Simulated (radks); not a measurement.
Values are calculated unless marked as measured or tabulated.
Polarisability of the bromine ion Br6+, [Ar] 3d10 4s1, at imaginary frequency. Level of theory: non-relativistic Kohn-Sham, LDA (Slater exchange, Perdew-Wang correlation), spin-polarised, spherical densities, point nucleus; open shells are filled with parallel spins first (a radial shooting solver on a logarithmic mesh with Libxc functionals). Response by self-consistent Sternheimer equations with the Hartree and adiabatic LDA kernel.

w (hartree),alpha1(iw) (bohr^3),alpha2(iw) (bohr^5)
0.00266,2.291,2.289
0.0143,2.290,2.289
0.0360,2.285,2.288
0.0697,2.266,2.285
0.118,2.220,2.275
0.186,2.123,2.255
0.280,1.945,2.213
0.413,1.666,2.130
0.605,1.305,1.975
0.892,0.9325,1.709
1.35,0.6273,1.311
2.12,0.4147,0.8438
3.59,0.2671,0.4424
6.94,0.1450,0.1839
17.5,0.04459,0.04630

Static values: alpha1 = 2.292 bohr^3 (0.3396 angstrom^3; uncoupled 2.948), alpha2 = 2.289 bohr^5, alpha3 = 5.003 bohr^7. C6 = 3.225, C8 = 21.99, triple-dipole C9 = 4.856 atomic units. One-pole (London) frequency 4 C6 / (3 alpha1^2) = 0.819 hartree, against 3.526 for minus the highest occupied eigenvalue. The dipole shielding factor is 0.829, as the force sum rule N/Z = 0.829 demands.
